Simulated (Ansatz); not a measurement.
Geometry optimisation, RKS LDA/def2-SVP (Ansatz).

The input (input.yaml):

```yaml
crystal:
  periodic: [false, false, false]
  atoms:
    - { symbol: Al, position_ang: [-0.960076, 1.219229, -0.46672] }
    - { symbol: C, position_ang: [0.640338, -1.549486, 0.249959] }
    - { symbol: C, position_ang: [0.239931, -0.925115, -1.060074] }
    - { symbol: H, position_ang: [-2.46062, 0.632081, -0.489856] }
    - { symbol: H, position_ang: [-0.447415, 2.027007, -1.759204] }
    - { symbol: H, position_ang: [0.494344, -0.851928, 1.076196] }
    - { symbol: C, position_ang: [-0.041185, 1.452887, 1.253326] }
    - { symbol: H, position_ang: [0.05042, -2.465505, 0.462748] }
    - { symbol: H, position_ang: [1.711486, -1.841488, 0.241493] }
    - { symbol: H, position_ang: [0.426182, -1.572324, -1.944412] }
    - { symbol: H, position_ang: [-0.872866, -0.759922, -1.118557] }
    - { symbol: H, position_ang: [0.802043, 0.014852, -1.281122] }
    - { symbol: H, position_ang: [1.063899, 1.35328, 1.179342] }
    - { symbol: H, position_ang: [-0.238547, 2.492559, 1.60463] }
    - { symbol: H, position_ang: [-0.408033, 0.773872, 2.052451] }
basis:
  gaussian: { orbitals: def2-SVP }
hamiltonian:
  xc: lda
relax:
  f_tol: 0.03
  max_steps: 50
output:
  orbitals: {}
```

Command:

```bash
$ ansatz run input.yaml --threads 2 --pin off --max-ram 3072MiB --backend cpu --events-out ev --progress --plain --runs-dir out
```

Problem. Where does it end, and by what steps?

Solution. The forces met the threshold. After 5 steps the energy has fallen by 0.046 eV; H6 moved furthest, 0.28 Å.

```
step  energy less start (eV)  largest force component (eV/Å)  accepted
   0                  0.0000                           0.588       yes
   1                 -0.0369                           0.181       yes
   2                 -0.0420                           0.077       yes
   3                 -0.0446                           0.046       yes
   4                 -0.0449                           0.035       yes
   5                 -0.0455                           0.014       yes
```

```xyz
15
Properties=species:S:1:pos:R:3
Al -0.972 1.306 -0.505
C 0.696 -1.698 0.229
C 0.225 -0.926 -0.977
H -2.478 0.734 -0.545
H -0.405 2.027 -1.825
H 0.572 -1.105 1.160
C -0.083 1.557 1.214
H 0.128 -2.644 0.356
H 1.770 -1.964 0.145
H 0.347 -1.476 -1.936
H -0.885 -0.739 -0.928
H 0.798 0.022 -1.121
H 1.026 1.523 1.133
H -0.338 2.564 1.617
H -0.400 0.819 1.983
```

The run took 17 s on 2 threads of Intel(R) Xeon(R) Platinum 8175M CPU @ 2.50GHz (Skylake/Cascade Lake) (shared host), peak memory 0.16 GiB.
